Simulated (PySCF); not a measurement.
## Structure elucidation problem

An unknown has the formula C6H13NO. Its calculated NMR data are:

¹H NMR (600 MHz, computed): δ 2.65 (s, 3H), 2.38 (t, 2H), 2.29 (s, 6H), 2.14 (t, 2H).

¹³C{¹H} NMR (computed): δ 214.0, 59.8, 45.9 (2C), 44.1, 35.5.

[PySCF: σ from GIAO-PBE0/pcSseg-1; geometry from GFN2-xTB; one averaged value for each set of equivalent atoms; relativity neglected; a single conformation; no solvent model]

δ = σ(ref) − σ, references computed at the same level: ¹H (σ = 31.72 ppm), ¹³C (σ = 186.93 ppm) against TMS.

**Question.** Which of these isomers gave the spectra?
A. CN1CCC(O)CC1
B. CC(=O)NC(C)(C)C
C. CC(=O)CCN(C)C

**Answer.** C. 

1. The formula gives 1 degree of unsaturation (no ring in the answer).
2. 5 carbon signals for 6 carbons: some carbons are equivalent by symmetry or fast rotation.
3. Carbon types of the structure: 1 × C, 2 × CH2, 3 × CH3, which accounts for all hydrogens.
4. δC 214.0: ketone carbonyl carbon; low-lying n→π* states of the double bond to the heteroatom give a large paramagnetic term (-277 ppm).
5. δC 45.9: methyl carbon bonded to N; pulled downfield by the heteroatom.
6. δC 35.5: methyl carbon α to a carbonyl; α to the electron-withdrawing carbonyl group.
7. δH 2.38: hydrogen on an sp3 CH2 bonded to N; its carbon carries N, an electronegative neighbour.
8. δH 2.14: hydrogen on an sp3 CH2 α to a carbonyl; α to C=O.

The others: CC(=O)NC(C)(C)C would give 4 carbon signals, not 5; CN1CCC(O)CC1 would give 4 carbon signals, not 5.

Shifts are as computed. Against solution values, carbons near 30 ppm lie about +3 ppm off and those near 130 ppm about +5 ppm. Of 1211 compounds with measured shifts, 218 miss one by over three times the rms of a fit or turn the order of signals round; such compounds aren't used in these exercises. Multiplicities follow the n + 1 count of equivalent neighbours, as no J values were calculated; m marks all less simple cases, F and P coupling included.
